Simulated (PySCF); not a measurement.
sulfuric acid (H2O4S), SMILES O=S(=O)(O)O.

Geometry: B3LYP-D3(BJ)/def2-SVP. The values are those of a single conformer.

Level of theory: PBE/def2-TZVP in PySCF.

**Question.** Estimate the frontier levels, gap, dipole moment and polarisability. (An estimate is asked for; the answer gives what the named calculation found.)

**Answer.** 
```
Quantity                                                                                                        Value
---------------------------------------------------------------------------------------------  ----------------------
highest occupied level                                                                                       -7.98 eV
lowest empty level                                                                                           -1.09 eV
orbital gap                                                                                                   6.89 eV
dipole moment                                                                                                  2.97 D
quadrupole, principal values (traceless, Buckingham form, about the centre of nuclear charge)  -8.45, -0.19, 8.64 D·Å
mean static polarisability                                                                       33.9 bohr³ (5.03 Å³)
polarisability, principal values                                                               32.0, 32.6, 37.2 bohr³
```
